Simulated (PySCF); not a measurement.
**Telling isomers of C5H7F3O apart by NMR**

Level of theory: σ from GIAO-PBE0/pcSseg-1, geometry: GFN2-xTB, in PySCF (relativity neglected, averaged over atoms made equivalent by symmetry, fast rotation or ring inversion, a single conformation, no solvent).

Chemical shifts δ = σref − σ; $^{1}$H and $^{13}$C against TMS, all at this level. Splittings of carbon signals by F and P are missing where no couplings were computed. Where no couplings were computed, multiplicities follow the n + 1 count of equivalent neighbours, and m marks all less simple cases (inequivalent or close neighbours, rings, F or P nearby). Shifts are as computed. Against solution values, carbons near 30 ppm lie about +3 ppm off and those near 130 ppm about +5 ppm (rms about the fit 2.1 ppm; single classes can miss by 10 ppm). Of 1328 compounds with measured shifts, 309 miss one by over three times the rms of a fit or turn the order of signals round; such compounds aren't used in these exercises. Signals without a measured value on file couldn't be tested in this way; 1H shifts scatter by 0.2 ppm about their fit, and single ones miss by 0.5 ppm.

(1) Tabulate the signals of `COCCC(F)=C(F)F`, `C[C@@H]1OC[C@H]1C(F)(F)F`, `C[C@@H]1[C@H](F)[C@@H]1OC(F)F` and their relative energies.

(2) What is the quickest way to tell COCCC(F)=C(F)F from C[C@@H]1[C@H](F)[C@@H]1OC(F)F?

(3) What is the quickest way to tell COCCC(F)=C(F)F from C[C@@H]1OC[C@H]1C(F)(F)F?

(4) What is the quickest way to tell C[C@@H]1OC[C@H]1C(F)(F)F from C[C@@H]1[C@H](F)[C@@H]1OC(F)F?

Answers

(1) 
```json
{"SMILES": "COCCC(F)=C(F)F", "carbon types": "2×C 2×CH2 1×CH3", "δC": "167.9, 136.3, 71.5, 61.5, 33.2", "δH": "3.56 (s, 3H), 3.53 (t, 2H), 2.53 (m, 2H)", "E rel. (kcal/mol)": "29.9"}
{"SMILES": "C[C@@H]1OC[C@H]1C(F)(F)F", "carbon types": "1×C 2×CH 1×CH2 1×CH3", "δC": "135.4, 79.7, 67.4, 48.4, 25.7", "δH": "5.04 (m, 1H), 4.87 (m, 1H), 4.68 (m, 1H), 2.97 (m, 1H), 1.46 (d, 3H)", "E rel. (kcal/mol)": "0.0"}
{"SMILES": "C[C@@H]1[C@H](F)[C@@H]1OC(F)F", "carbon types": "4×CH 1×CH3", "δC": "126.1, 73.5, 54.5, 18.2, 6.5", "δH": "6.40 (m, 1H), 4.52 (m, 1H), 3.41 (m, 1H), 1.42 (d, 3H), 0.88 (m, 1H)", "E rel. (kcal/mol)": "17.7"}
```

Energies are electronic energies at PBE0/pcSseg-1 on these geometries, without zero-point or thermal terms, each for the one conformer computed, which needn't be the lowest.

(2) Both give the same number of carbon signals, but DEPT or the intensities differ. The first has a fully substituted alkene carbon (C) at 167.9 ppm, the second an sp3 CH bonded to 2 F and O at 126.1 ppm. In the proton spectra the most deshielded non-exchanging signals are 3.56 (s, 3H) and 6.40 (m, 1H).

(3) Both give the same number of carbon signals, but DEPT or the intensities differ. The first has a methyl carbon bonded to O (CH3) at 61.5 ppm, the second an sp3 CH bonded to O at 79.7 ppm. Their most deshielded carbons lie at 167.9 and 135.4 ppm. In the proton spectra the most deshielded non-exchanging signals are 3.56 (s, 3H) and 5.04 (m, 1H).

(4) Both give the same number of carbon signals, but DEPT or the intensities differ. The first has a CF3 carbon (C) at 135.4 ppm, the second an sp3 CH bonded to 2 F and O at 126.1 ppm. In the proton spectra the most deshielded non-exchanging signals are 5.04 (m, 1H) and 6.40 (m, 1H).
